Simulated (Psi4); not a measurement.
C3H6NO (SMILES [CH2]N(C)C=O), doublet, at a GFN2-xTB geometry; MP2/6-31G* (Psi4 1.11).

Here is a job for Psi4.
```
memory 2 GB

molecule mol {
0 2
  C    -0.573406   -1.042484   -0.847476
  N     0.225803   -0.272321   -0.074848
  C     1.574085   -0.720220    0.183171
  C    -0.227933    0.906341    0.453381
  O    -1.345686    1.349776    0.282629
  H    -0.193542   -1.958740   -1.247516
  H    -1.570377   -0.700521   -1.031822
  H     1.561024   -1.687964    0.688367
  H     2.089525    0.000571    0.815548
  H     2.123845   -0.824779   -0.754247
  H     0.537918    1.417652    1.058112
}

set basis 6-31g*
set reference uhf
set freeze_core true

energy('mp2')
print_variables()
```

Output, abridged:

```
    SCF Algorithm Type (re)set to DF.

   => Loading Basis Set <=

    Name: 6-31G*
    Role: ORBITAL
    Keyword: BASIS

         ---------------------------------------------------------
                                   SCF
               by Justin Turney, Rob Parrish, Andy Simmonett
                          and Daniel G. A. Smith
                              UHF Reference
         ---------------------------------------------------------

  ==> Geometry <==

    Molecular point group: c1
    Full point group: C1

    Geometry (in Angstrom), charge = 0, multiplicity = 2:

       Center              X                  Y                   Z               Mass
    ------------   -----------------  -----------------  -----------------  -----------------
         C           -0.510871971830    -1.094072777273    -0.853946804085    12.000000000000
         N            0.288337028170    -0.323909777273    -0.081318804085    14.003074004430
         C            1.636619028170    -0.771808777273     0.176700195915    12.000000000000
         C           -0.165398971830     0.854752222727     0.446910195915    12.000000000000
         O           -1.283151971830     1.298187222727     0.276158195915    15.994914619570
         H           -0.131007971830    -2.010328777273    -1.253986804085     1.007825032230
         H           -1.507842971830    -0.752109777273    -1.038292804085     1.007825032230
         H            1.623558028170    -1.739552777273     0.681896195915     1.007825032230
         H            2.152059028170    -0.051017777273     0.809077195915     1.007825032230
         H            2.186379028170    -0.876367777273    -0.760717804085     1.007825032230
         H            0.600452028170     1.366063222727     1.051641195915     1.007825032230

  Running in c1 symmetry.

  Rotational constants: A =      0.34280  B =      0.14321  C =      0.10297 [cm^-1]
  Rotational constants: A =  10277.00394  B =   4293.39688  C =   3086.87050 [MHz]
  Nuclear repulsion =  174.420896945794453

  Charge       = 0
  Multiplicity = 2
  Electrons    = 39
  Nalpha       = 20
  Nbeta        = 19

  ==> Algorithm <==

  SCF Algorithm Type is DF.
  DIIS enabled.
  MOM disabled.
  Fractional occupation disabled.
  Guess Type is SAD.
  Energy threshold   = 1.00e-08
  Density threshold  = 1.00e-08
  Integral threshold = 1.00e-12

  ==> Primary Basis <==

  Basis Set: 6-31G*
    Blend: 6-31G*
    Number of shells: 42
    Number of basis functions: 87
    Number of Cartesian functions: 87
    Spherical Harmonics?: false
    Max angular momentum: 2

   => Loading Basis Set <=

    Name: (6-31G* AUX)
    Role: JKFIT
    Keyword: DF_BASIS_SCF

  ==> Integral Setup <==

  SCF_SUBTYPE=INCORE selected. In-core MEM_DF algorithm will be used.
  Using in-core AOs.

  ==> MemDFJK: Density-Fitted J/K Matrices <==

    J tasked:                   Yes
    K tasked:                   Yes
    wK tasked:                   No
    Algorithm:                 Core
    Schwarz Cutoff:           1E-12
    Mask sparsity (%):       0.6077
    Fitting Condition:        1E-10

   => Auxiliary Basis Set <=

  Basis Set: (6-31G* AUX)
    Blend: CC-PVDZ-JKFIT
    Number of shells: 174
    Number of basis functions: 555
    Number of Cartesian functions: 555
    Spherical Harmonics?: false
    Max angular momentum: 3

  Minimum eigenvalue in the overlap matrix is 4.5173040215E-03.
  Reciprocal condition number of the overlap matrix is 6.3299835455E-04.
    Using symmetric orthogonalization.

  ==> Pre-Iterations <==

  SCF Guess: Superposition of Atomic Densities via on-the-fly atomic UHF (no occupation information).

   -------------------------
    Irrep   Nso     Nmo
   -------------------------
     A         87      87
   -------------------------
    Total      87      87
   -------------------------

  ==> Iterations <==

                           Total Energy        Delta E     RMS |[F,P]|

[...]
[...]
    Alpha Virtual:

[...]
      87A      4.792159

    Beta Occupied:

[...]
      19A     -0.405752

    Beta Virtual:

[...]
    Final Occupation by Irrep:
              A
    DOCC [    19 ]
    SOCC [     1 ]
    NA   [    20 ]
    NB   [    19 ]

  @DF-UHF Final Energy:  -246.36163649428320

   => Energetics <=

    Nuclear Repulsion Energy =            174.4208969457944534
    One-Electron Energy =                -680.1454665669607493
    Two-Electron Energy =                 259.3629331268831493
    Total Energy =                       -246.3616364942831751

  UHF NO Occupations:
  HONO-2 :   18  A 1.9967622
  HONO-1 :   19  A 1.9920215
  HONO-0 :   20  A 1.0000000
  LUNO+0 :   21  A 0.0079785
  LUNO+1 :   22  A 0.0032378
  LUNO+2 :   23  A 0.0007729
  LUNO+3 :   24  A 0.0004813

Computation Completed

Properties will be evaluated at   0.000000,   0.000000,   0.000000 [a0]

Properties computed using the SCF density matrix

 Multipole Moments:

 ------------------------------------------------------------------------------------
     Multipole            Electronic (a.u.)      Nuclear  (a.u.)        Total (a.u.)
 ------------------------------------------------------------------------------------

 L = 1.  Multiply by 2.5417464519 to convert [e a0] to [Debye]
 Dipole X            :         -3.1495252            4.6087191            1.4591939
 Dipole Y            :          2.9369590           -3.8020540           -0.8650950
 Dipole Z            :          0.5285671           -0.4769052            0.0516619
 Magnitude           :                                                    1.6971462

 ------------------------------------------------------------------------------------

  //>>>>>>>>>>>>>>>>>>>>>>>>>>>>>>>>>>>//
  //               DFMP2               //
  //<<<<<<<<<<<<<<<<<<<<<<<<<<<<<<<<<<<//

   => Loading Basis Set <=

    Name: (6-31G* AUX)
    Role: RIFIT
    Keyword: DF_BASIS_MP2

	 --------------------------------------------------------
	                          DF-MP2
	      2nd-Order Density-Fitted Moller-Plesset Theory

	        Rob Parrish, Justin Turney, Andy Simmonett,
	           Ed Hohenstein, and C. David Sherrill
	 --------------------------------------------------------

	 --------------------------------------------------------
	                 NBF =    87, NAUX =   364
	 --------------------------------------------------------
	   CLASS    FOCC     OCC    AOCC    AVIR     VIR    FVIR
	   ALPHA       5      20      15      67      67       0
	    BETA       5      19      14      68      68       0
	 --------------------------------------------------------

	-----------------------------------------------------------
	 ==================> DF-MP2 Energies <====================
	-----------------------------------------------------------
	 Reference Energy          =    -246.3616364942832035 [Eh]
	 Singles Energy            =      -0.0000000000000000 [Eh]
	 Same-Spin Energy          =      -0.1837768174033819 [Eh]
	 Opposite-Spin Energy      =      -0.5196988105458764 [Eh]
	 Correlation Energy        =      -0.7034756279492583 [Eh]
	 Total Energy              =    -247.0651121222324491 [Eh]
	-----------------------------------------------------------
	 ================> DF-SCS-MP2 Energies <==================
	-----------------------------------------------------------
	 SCS Same-Spin Scale       =       0.3333333333333333 [-]
	 SCS Opposite-Spin Scale   =       1.2000000000000000 [-]
	 SCS Same-Spin Energy      =      -0.0612589391344606 [Eh]
	 SCS Opposite-Spin Energy  =      -0.6236385726550516 [Eh]
	 SCS Correlation Energy    =      -0.6848975117895123 [Eh]
	 SCS Total Energy          =    -247.0465340060727044 [Eh]
	-----------------------------------------------------------

  Variable Map:
  ----------------------------------------------------------------------------
[...]
  Array Variable Map:
  ----------------------------------------------------------------------------
[...]
[...]
```
